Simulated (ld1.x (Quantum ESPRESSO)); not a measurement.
## Reading a pseudo-wave (Bi (Z = 83))

Columns: radius, all-electron u(r) and pseudo u(r) of the 6p shell (level -7.87 eV) of bismuth in the configuration [Xe] 4f14 5d10 6s2 6p2.5; PBE, scalar-relativistic, TM semilocal scheme, ld1.x (Quantum ESPRESSO) 7.5.

| r (bohr) | all-electron | pseudo |
| --- | --- | --- |
| 0.110 | -0.1233 | 0.0024 |
| 0.220 | 0.0668 | 0.0095 |
| 0.330 | 0.1877 | 0.0212 |
| 0.440 | 0.0426 | 0.0373 |
| 0.550 | -0.1515 | 0.0577 |
| 0.660 | -0.2731 | 0.0821 |
| 0.770 | -0.3009 | 0.1103 |
| 0.880 | -0.2543 | 0.1423 |
| 0.990 | -0.1615 | 0.1781 |
| 1.100 | -0.0464 | 0.2180 |
| 1.210 | 0.0738 | 0.2620 |
| 1.320 | 0.1888 | 0.3103 |
| 1.430 | 0.2926 | 0.3624 |
| 1.540 | 0.3826 | 0.4169 |
| 1.650 | 0.4581 | 0.4716 |
| 1.760 | 0.5195 | 0.5233 |
| 1.870 | 0.5678 | 0.5683 |
| 1.980 | 0.6043 | 0.6043 |
| 2.090 | 0.6303 | 0.6303 |
| 2.200 | 0.6472 | 0.6472 |
| 2.310 | 0.6564 | 0.6564 |
| 2.420 | 0.6589 | 0.6589 |
| 2.530 | 0.6558 | 0.6558 |
| 2.640 | 0.6482 | 0.6482 |
| 2.750 | 0.6366 | 0.6366 |
| 2.860 | 0.6221 | 0.6221 |

Question: How many radial nodes do the two functions have?

Answer: The all-electron 6p function has n − l − 1 = 4 (the table is too coarse to show those close to the nucleus); the pseudo-wave has 0, since the states of the same l below it are removed with the core.

Question: At about which radius was the pseudo-wave matched?

Answer: 2.08 bohr, where the columns begin to agree (steps of 0.11 bohr).

Question: Is the pseudo-wave norm-conserving?

Answer: Yes: the TM semilocal scheme keeps the norm inside the radius equal to the all-electron one, which fixes the energy derivative of the logarithmic derivative at the level.
